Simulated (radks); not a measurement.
Values are calculated unless marked as measured or tabulated.
Excited configurations of Cu XVII: one electron is placed in a higher orbital outside [Ne] 3s2. The ground configuration is [Ne] 3s2 3p1. Code: a radial shooting solver on a logarithmic mesh with Libxc functionals. Model: scalar-relativistic Kohn-Sham, LDA (Slater exchange, Perdew-Wang correlation), spin-polarised, spherical densities, finite nucleus; open shells are filled with parallel spins first; Fermi nuclear charge, rms radius 3.8823 fm. Excitation = E - E(ground); binding = E(ion) - E, where the ion is the core of charge +17; n* = 17/sqrt(2 binding) in atomic units. These energies are relativistic, and a one-electron ion of charge +17 with no core already has n* below n in this formula (scalar-relativistic equation, point nucleus: 4s 3.994, 4p 3.996, 4d 3.998, 5f 4.999, 6s 5.993, 7s 6.993, 7p 6.996). The quantum defect is therefore taken as that value minus n*, so that it holds no relativistic shift of the bare ion.

| outer orbital | excitation (eV) | binding (eV) | n* | quantum defect | eigenvalue (eV) | <r> (bohr) |
|---|---|---|---|---|---|---|
| 4s | 246.74 | 307.47 | 3.576 | 0.418 | -299.16 | 1.138 |
| 4p | 263.73 | 290.48 | 3.679 | 0.317 | -282.22 | 1.148 |
| 4d | 286.68 | 267.53 | 3.834 | 0.165 | -258.95 | 1.126 |
| 5f | 391.98 | 162.23 | 4.923 | 0.076 | -157.15 | 1.792 |
| 6s | 427.47 | 126.75 | 5.570 | 0.423 | -123.65 | 2.750 |
| 7s | 462.97 | 91.246 | 6.565 | 0.429 | -89.079 | 3.819 |
| 7p | 465.80 | 88.410 | 6.669 | 0.327 | -86.276 | 3.885 |

The Delta-SCF ionisation energy is 554.21 eV (NIST Atomic Spectra Database: 553 eV, semi-empirical). Self-interaction in the functional shifts the binding energies and quantum defects, so they are the method's values and not measured ones. Open shells are spherical and high-spin; term and fine-structure splittings are not resolved.
